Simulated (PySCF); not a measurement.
# What a mistake does to a calculation on AlBGeH5

Calculated results; nothing here was measured. The program is PySCF 2.14.0, an open-source quantum chemistry code, run on an isolated molecule that a program drew, which may never have been made. The molecule is AlBGeH5 (charge 0, doublet), drawn as the SMILES string `[AlH2][BH][GeH2]`.

Each row is a Hartree-Fock (HF) and frozen-core CCSD(T) single point in the cc-pV(D+d)Z basis, meant for a local HF minimum. Run 1 is clean. Each other run has one planted mistake out of seven kinds, and not every kind appears here: one electron removed, one electron added, multiplicity raised by two, geometry at a saddle point, minimal basis STO-3G, one bond length entered in bohr, all coordinates scaled. The reference is restricted for singlets and unrestricted otherwise, and also for a bond in bohr. Adding or removing an electron swaps singlet and doublet. Electrons count all cores. HOMO and LUMO are orbital energies over both spins, the gradient is its largest component, and the lowest frequency (negative if imaginary) is given only where the gradient is small. Bond lengths are over the 7 bonds as drawn. T1 is the CCSD diagnostic: over 0.02 (restricted) or 0.045 (unrestricted) a single reference is doubtful. Germanium has the cc-pVDZ-PP basis, with a core potential (ECP10MDF) in place of its 10 inner electrons, and its 3s, 3p and 3d shells are frozen in CCSD(T).

Geometry of the clean run:
```xyz
8
AlBGeH5, angstrom
Al   -0.1201   -0.8728   -3.9418
B     0.5600   -0.4614   -1.9568
Ge    1.8321    1.0021   -1.4721
H    -1.4275   -0.1841   -4.5207
H     0.6630   -1.8803   -4.8854
H     0.2000   -1.1088   -1.0090
H     2.4477    1.9768   -2.4776
H     2.3331    1.3169   -0.0630
```

| run | electrons | basis functions | <S^2> | HOMO (eV) | LUMO (eV) | gradient (hartree/bohr) | lowest frequency (cm^-1) | mean bond (Å) | longest bond (Å) | T1 | HF (hartree) | CCSD(T) (hartree) | mistake |
|---|---|---|---|---|---|---|---|---|---|---|---|---|---|
| 1 | 55 | 85 | 0.760 | -8.12 | 0.25 | 8.3e-06 | 83 | 1.6532 | 2.138 | 0.0180 | -562.81693 | -563.10888 | no fault |
| 2 | 56 | 85 | 0.000 | -1.22 | 5.14 | 2.7e-02 | - | 1.6532 | 2.138 | 0.0213 | -562.83259 | -563.16759 | one electron added |
| 3 | 55 | 85 | 1.149 | -7.51 | -0.26 | 3.8e-05 | -622 | 1.6390 | 2.175 | 0.0523 | -562.76895 | -563.07262 | geometry at a saddle point |
| 4 | 55 | 85 | 3.778 | -5.75 | -1.23 | 3.6e-02 | - | 1.6532 | 2.138 | 0.0195 | -562.69904 | -562.97630 | ? |
| 5 | 54 | 85 | 0.000 | -15.17 | -6.69 | 3.2e-02 | - | 1.6532 | 2.138 | 0.0162 | -562.54564 | -562.81713 | ? |

**Which mistake was planted in run 4, and what did it cost?**

Electrons, basis and geometry are unchanged, and <S^2> is 3.778, beside S(S+1) = 3.75 for a multiplicity of 4. So the mistake is: multiplicity raised by two. Subtracting run 1 and multiplying by 627.51 kcal/mol a hartree, the energy moved by 74.0 kcal/mol in HF and 83.2 kcal/mol in CCSD(T).

**Which mistake was planted in run 5, and what did it cost?**

It counts 54 electrons, one fewer than the clean run, at the same geometry and basis. So the mistake is: one electron removed. Subtracting run 1 and multiplying by 627.51 kcal/mol a hartree, the energy moved by 170.2 kcal/mol in HF and 183.1 kcal/mol in CCSD(T).

Cautions from the logs. Run 2: T1 is over the limit, so its CCSD(T) energy is less reliable; run 3: T1 is over the limit, so its CCSD(T) energy is less reliable.
